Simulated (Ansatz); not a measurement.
C$_{3}$H$_{9}$Cl$_{3}$InP (`C[P+](C)(C)[In-]([Cl])([Cl])[Cl]`), relaxed with RKS PBE0-D4/def2-TZVP in Ansatz 0.2.0 from a GFN2-xTB geometry. The force threshold is 0.005 eV/Å; the program also tests the step.

The species carries charge 0 and has multiplicity 1. In takes the def2 core potential.

Start:

```xyz
17

C    -1.555   -0.834   -0.498
P     0.040   -0.049   -0.086
C     0.687    0.505   -1.703
C     1.114   -1.455    0.363
In   -0.230    1.818    1.852
Cl   -1.547    3.365    0.743
Cl   -1.279    0.496    3.440
Cl    1.966    2.407    2.270
H    -1.420   -1.606   -1.256
H    -1.974   -1.270    0.408
H    -2.239   -0.068   -0.865
H     1.684    0.923   -1.561
H     0.731   -0.329   -2.403
H     0.034    1.284   -2.094
H     2.126   -1.087    0.535
H     1.120   -2.203   -0.431
H     0.742   -1.898    1.287
```

(1) How much energy does the relaxation release, and in how many steps? (Best estimate.)

(2) Which bonds change most? (An estimate is asked.)

(3) Give the relaxed structure. (Best estimate.)

Results:

(1) Computed: 0.08 eV, in 15 steps.

(2) Computed: P2–In5 from 2.705 to 2.583 Å; In5–Cl8 from 2.312 to 2.346 Å; In5–Cl6 from 2.315 to 2.346 Å; In5–Cl7 from 2.317 to 2.346 Å.

(3) The calculation gave: 
```xyz
17

C    -1.585   -0.834   -0.523
P     0.012   -0.099   -0.099
C     0.703    0.560   -1.635
C     1.089   -1.459    0.412
In   -0.204    1.714    1.727
Cl   -1.621    3.259    0.672
Cl   -1.140    0.478    3.488
Cl    2.035    2.365    1.989
H    -1.479   -1.597   -1.297
H    -2.020   -1.279    0.374
H    -2.255   -0.047   -0.875
H     1.688    0.982   -1.428
H     0.790   -0.217   -2.397
H     0.057    1.361   -1.999
H     2.079   -1.060    0.641
H     1.170   -2.217   -0.369
H     0.683   -1.910    1.320
```
